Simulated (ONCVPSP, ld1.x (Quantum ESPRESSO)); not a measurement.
Hardness and transferability of assorted potentials

Generated with ld1.x 7.5 (TM, RRKJ, ultrasoft, PAW), atompaw 4.2 or ONCVPSP 4.0.1. The cutoff is in Ry: for ld1.x and atompaw files where the sum of valence levels is converged to 10 mRy in a Bessel basis, for ONCV files where the hardest occupied wave has 1 mHa per electron of residual kinetic energy. The error is the largest all-electron minus pseudo excitation energy over each file’s own four to seven test configurations (ionisations up to +4, promotions, holes and added fractions of an electron), all of which were solved. The labels leave out finer settings (local radius, basis sizes, second energies), which also bear on the numbers. Spin-polarised tests are not counted. The rows are a selection from randomly drawn settings: files with unsolved tests, undetermined cutoffs or missed reference levels are left out.

A true bound ghost makes a file unfit for plane-wave use even where its test errors are small: the radial tests pick states by their node count and pass the ghost by.

| element | potential | cutoff (Ry) | largest error (meV) | bound ghosts |
| --- | --- | --- | --- | --- |
| Ne | ONCV, LDA (Perdew-Wang 92), scalar-relativistic, rc 0.40/1.40/1.45 (spd), local smoothed, core correction no, reference 1s2 2s2 2p6, qcut 38.9/7.7/6.7, projectors 2/2/2 | 1043 | +6612 | none |
| S | ONCV, LDA (Perdew-Wang 92), scalar-relativistic, rc 1.35/1.65 (sp), local smoothed, core correction no, reference 3s1 3p5, qcut 6.1/4, projectors 3/2 | 27 | +260 | s |
| Mn | ONCV, PBE, scalar-relativistic, rc 1.15/1.25/2.05/1.85 (spdf), local smoothed, core correction yes, reference 3s2 3p6 3d6 4s1, qcut 11.1/8.5/7.7/7, projectors 2/2/2/2 | 86 | -107 | none |
| Tc | ONCV, PBE, scalar-relativistic, rc 1.75/1.65/1.50 (spd), local smoothed, core correction yes, reference 4s2 4p6 4d5 5s1, qcut 7.2/10.2/7, projectors 2/1/1 | 64 | -4.1 | none |
| Pm | ONCV, PBE, fully relativistic, rc 2.70/2.40/3.85 (spd), local smoothed, core correction no, reference 5s2 5p6 5d1 6s0.5, qcut 4.9/7.2/4.3, projectors 2/2/2 | 27 | +7.1 | none |
| Bi | ONCV, LDA (Perdew-Zunger), scalar-relativistic, rc 1.20/1.80/1.80 (spd), local smoothed, core correction no, reference 5s2 5p6 5d10 6s1.75 6p3.25, qcut 9.9/7.4/9.7, projectors 2/3/3 | 77 | -11 | none |

Question: Fill in the row for Ir: RRKJ, PBEsol, scalar-relativistic, rc 1.75/1.45/1.70 (spd), local s, core correction yes, reference 5p6 5d7 6s0 6p0.

Answer: cutoff 70 Ry, largest error -579 meV, bound ghosts: none.

Question: Fill in the row for Re: ONCV, PBE, scalar-relativistic, rc 1.60/2.00/2.25 (spd), local smoothed, core correction no, reference 5s2 5p6 5d5 6s2, qcut 9.2/6.9/8.4, projectors 2/1/1.

Answer: cutoff 52 Ry, largest error +3.4 meV, bound ghosts: none.

Question: Fill in the row for Re: ONCV, LDA (Perdew-Zunger), scalar-relativistic, rc 1.65/1.40/1.85 (spd), local smoothed, core correction yes, reference 5s2 5p6 5d5 6s0.5, qcut 7.4/4.7/5.8, projectors 2/1/2.

Answer: cutoff 60 Ry, largest error +125 meV, bound ghosts: none.
